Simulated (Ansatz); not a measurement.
The cluster Be₃Se₂. Total charge 0; quintet. Geometry r2SCAN-D4/def2-SVP; atoms count from 1.

```xyz
5

Be   -0.3578    0.6557    0.2727
Be    0.6095   -0.4710   -1.4456
Be    0.4329   -1.4393    0.6512
Se    0.4976    1.7196   -1.2635
Se   -1.1823   -0.4649    1.7852
```

At PBE0-D4/def2-TZVP a singlet of charge 0 lies 4.79 eV below the quintet, each at its own geometry. The structure comes from a short search, and lower isomers may exist.

Problem. Estimate the Mulliken populations from the PBE0/def2-TZVP orbitals of Ansatz.

Solution. 
```
atom  charge (e)  spin (α − β)
 Be1        0.10          0.12
 Be2       -0.07          1.23
 Be3       -0.07          1.23
 Se4        0.02          0.70
 Se5        0.02          0.70
```
Mulliken values and Mayer orders depend strongly on the basis.

Problem. Where does the spin sit?

Solution. Summed by element: Be 2.59, Se 1.41, of 4 unpaired in all. Largest on single atoms: Be3 1.23, Be2 1.23, Se4 0.70.

Problem. And the Mayer bond orders between bonded heavy atoms (over 0.3)?

Solution. Be1–Be2 0.31 (2.27 Å); Be1–Be3 0.31 (2.27 Å); Be1–Se4 1.09 (2.06 Å); Be1–Se5 1.09 (2.06 Å); Be2–Be3 0.57 (2.32 Å); Be2–Se4 0.89 (2.20 Å); Be3–Se5 0.89 (2.20 Å). Values over 0.3 also appear between atoms too far apart for a bond (Se4–Se5 0.31 at 4.11 Å); they arise where an orbital or an unpaired electron spreads over both atoms.
